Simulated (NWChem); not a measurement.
Species: BSi2H6Cl; SMILES ClB([SiH3])[SiH3]

```xyz
10

B      0.0943     0.0037     0.1972
Cl     1.7949     0.0449     0.6571
Si    -0.8114    -1.7930    -0.0574
H     -1.8965    -1.7248    -1.1015
H     -1.4814    -2.1321     1.2547
H      0.1407    -2.9078    -0.4012
Si    -0.8957     1.7548    -0.0610
H     -2.3560     1.6248     0.2893
H     -0.8222     2.0824    -1.5350
H     -0.3003     2.9054     0.7064
```
Atoms are numbered in this order, from 1.

Results from NWChem. The geometry was optimised at PBE-D3(BJ)/def2-SVP. Vzz is the largest principal value of the second derivative of the potential at the nucleus (NWChem prints the opposite sign); η is the asymmetry. Non-relativistic.

Estimate the computed values for PBE/def2-TZVP. Quantities: Vzz B1 (a.u.); η B1; Vzz Cl2 (a.u.); η Cl2.


| Quantity | Value |
|---|---|
| Vzz B1 (a.u.) | 0.446 |
| η B1 | 0.55 |
| Vzz Cl2 (a.u.) | -2.040 |
| η Cl2 | 0.84 |
